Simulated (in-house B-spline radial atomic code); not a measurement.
Multiplet parameters of the 3d3 shell in the tellurium ion Te³¹⁺ ([Ar] 3d3). Computed with a radial B-spline atomic code at the basis-set limit: non-relativistic Hartree-Fock, average of configuration, point nucleus.

Slater integrals: F^2 = 387369 cm⁻¹, F^4 = 250233 cm⁻¹. Central-field spin-orbit parameter ζ(3d) = 44630 cm⁻¹ (bare central field on non-relativistic orbitals, without two-electron terms: too large for light atoms, too small for heavy ones).

Problem. What are Racah's B and C?

Solution. B = F^2/49 - 5F^4/441 = 5068 cm⁻¹, C = 35F^4/441 = 19860 cm⁻¹, C/B = 3.92.

Problem. Where do the terms lie in LS coupling, without spin-orbit interaction?

Solution. In cm⁻¹ above the Hund's-rule term (some of the terms):
| term | expression | energy |
| --- | --- | --- |
| 4F | 0B + 0C | 0 |
| 4P | 15B + 0C | 76026 |
| 2G | 4B + 3C | 79853 |
| 2H | 9B + 3C | 105195 |
| 2F | 24B + 3C | 181220 |

Problem. Is LS coupling a fair picture here?

Solution. Fits to spectra need these integrals scaled down, since correlation screens the repulsion. Here ζ is 8.81 times B, so spin-orbit coupling rivals the gaps between some terms: low levels can stay fairly pure, while close terms of equal J mix strongly.
